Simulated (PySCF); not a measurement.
Species: BH7N2Si.
Atom-mapped SMILES: `[BH2:1][NH:2][SiH2:3][NH2:4]` (hydrogens: H5, H6 on B1; H7 on N2; H8, H9 on Si3; H10, H11 on N4)

All values: PBE0/pcSseg-1 and CAM-B3LYP/def2-SVPD (PySCF, non-relativistic), on one gas-phase PBE0-D3(BJ)/def2-SVP geometry that isn't relaxed in the solvent. The solvent is an IEF-PCM continuum (cavity from Bondi-type radii × 1.2). The model holds no explicit solvent molecules, cavitation or dispersion.

Gas phase at PBE0/pcSseg-1: HOMO -7.61 eV, LUMO 0.07 eV, dipole 2.56 D.

Q: What does the continuum do to the energy, the frontier levels and the dipole at PBE0/pcSseg-1 in tetrahydrofuran and methanol?

A: 
| solvent | ε | E(solvent) − E(gas) (kJ/mol) | polarisation term (kJ/mol) | distortion of the solute (kJ/mol) | HOMO (eV) | LUMO (eV) | dipole (D) |
| --- | --- | --- | --- | --- | --- | --- | --- |
| tetrahydrofuran | 7.426 | -14.14 | -15.39 | 1.25 | -7.45 | -0.02 | 3.03 |
| methanol | 32.61 | -16.86 | -18.63 | 1.77 | -7.43 | -0.04 | 3.12 |

The polarisation term is half the interaction of the solute with the surface charges that it induces; the rest is the cost of distorting the solute's density. The sum is the electrostatic part of solvation alone. From tetrahydrofuran to methanol the lowering changes by a factor 1.19, Onsager's factor (ε − 1)/(2ε + 1) by 1.18 and ε itself by 4.4.

Q: Which radius a makes the point-dipole formula ΔE = −[(ε − 1)/(2ε + 1)]·μ²/a³ give the value in methanol, with the gas-phase dipole?

A: μ = 1.005 au and |ΔE| = 0.00642 Eh give a = 2.23 Å; the farthest nucleus lies 3.12 Å from the centroid of the nuclei, so such a sphere wouldn't even hold the nuclei. The formula assumes a rigid point dipole at the centre of a sphere.

Q: Which Hirshfeld charges (PBE0/pcSseg-1) respond most in methanol (means over atoms taken as equivalent)?

A: 
| atoms | environment | gas (e) | solvent (e) | change |
| --- | --- | --- | --- | --- |
| H7 | N–H hydrogen | +0.127 | +0.138 | +0.011 |
| H10/H11 | N–H hydrogen | +0.121 | +0.130 | +0.009 |
| B1 | three-coordinate boron | +0.104 | +0.097 | -0.007 |
| H5/H6 | B–H hydrogen | -0.071 | -0.077 | -0.006 |
| H8/H9 | Si–H hydrogen | -0.085 | -0.089 | -0.004 |
| N2 | silicon-bound nitrogen | -0.255 | -0.253 | +0.002 |
| N4 | silicon-bound nitrogen | -0.319 | -0.320 | -0.001 |
| Si3 | SiH2 silicon | +0.411 | +0.411 | 0.000 |

Q: Which Mayer bond orders change most in methanol?

A: 
```csv
bond,length (Å),gas,solvent,change
B1–N2,1.401,1.338,1.372,+0.034
Si3–N4,1.722,1.058,1.083,+0.025
N2–H7,1.017,0.905,0.894,-0.011
Si3–H9,1.492,0.911,0.900,-0.011
N4–H10,1.012,0.944,0.935,-0.009
N4–H11,1.013,0.944,0.935,-0.009
N2–Si3,1.760,0.900,0.892,-0.008
B1–H6,1.211,0.983,0.976,-0.007
```

Q: How do the nuclear quadrupole coupling constants eQVzz/h respond in methanol?

A: 
```json
{"nucleus": "11B at B1", "Q (barn)": "0.04059", "gas (MHz)": "4.35", "solvent (MHz)": "4.25", "η gas": "0.10", "η solvent": "0.06"}
{"nucleus": "14N at N2", "Q (barn)": "0.02044", "gas (MHz)": "1.79", "solvent (MHz)": "1.57", "η gas": "0.58", "η solvent": "0.54"}
{"nucleus": "14N at N4", "Q (barn)": "0.02044", "gas (MHz)": "-4.65", "solvent (MHz)": "-4.42", "η gas": "0.30", "η solvent": "0.27"}
```

Gas phase at CAM-B3LYP/def2-SVPD: HOMO -9.12 eV, LUMO 0.97 eV, dipole 2.34 D.

Q: What does the continuum do to the energy, the frontier levels and the dipole at CAM-B3LYP/def2-SVPD in methanol?

A: 
| solvent | ε | E(solvent) − E(gas) (kJ/mol) | polarisation term (kJ/mol) | distortion of the solute (kJ/mol) | HOMO (eV) | LUMO (eV) | dipole (D) |
| --- | --- | --- | --- | --- | --- | --- | --- |
| methanol | 32.61 | -16.25 | -18.19 | 1.94 | -8.92 | 0.95 | 2.92 |

The atom shares or the degeneracy of the LUMO differ from the gas phase in methanol, so that column needn't follow one orbital.

Q: How does the static polarisability (CAM-B3LYP/def2-SVPD, frozen core, with the continuum's full static response) change?

A: 
```
  medium  isotropic (au)  principal values (au)  ⟨r²⟩ of the electrons (bohr²)
     gas            58.5       50.3, 55.1, 70.0                          464.6
methanol            76.2       66.3, 74.6, 87.6                          464.8
```

The isotropic value in methanol is 1.30 times the gas-phase one; no cavity-field correction is applied. ⟨r²⟩ is taken about the centre of nuclear charge.

Time: 7.0 s of wall time; peak memory 0.54 GiB. Hardware: one thread of an Arm Neoverse V1, no GPU (shared host). This is the whole shielding run at PBE0/pcSseg-1 in methanol, SCF included.

Shape of the structure used: `[BH2:1][NH:2][SiH2:3][NH2:4]`: B1–N2–Si3–N4 -129°, H–N4–Si3–N2 -142°, H–N4–Si3–N2 68°.
